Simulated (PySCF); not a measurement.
CAuO, SMILES O=[C+][Au], charge +1, multiplicity 1. Coordinates come from a PBE-D3(BJ)/def2-TZVP optimisation. The spin state was assumed, not searched. The def2 effective core potentials stand for the cores of Au; spin–orbit coupling is left out.

Task: Give the equilibrium geometry at PBE-D3(BJ)/def2-TZVP (PySCF confirms it by a frequency run) as bond lengths and angles, and its point group. (An estimate is asked for; the answer gives what the named calculation found.)

Result: point group C∞v.
Atoms: Au1 C2 O3. Bonds (Å): Au1–C2 1.903, C2–O3 1.129. Angles (°): Au1–C2–O3 180.0.
Charge +1, spin multiplicity 1.
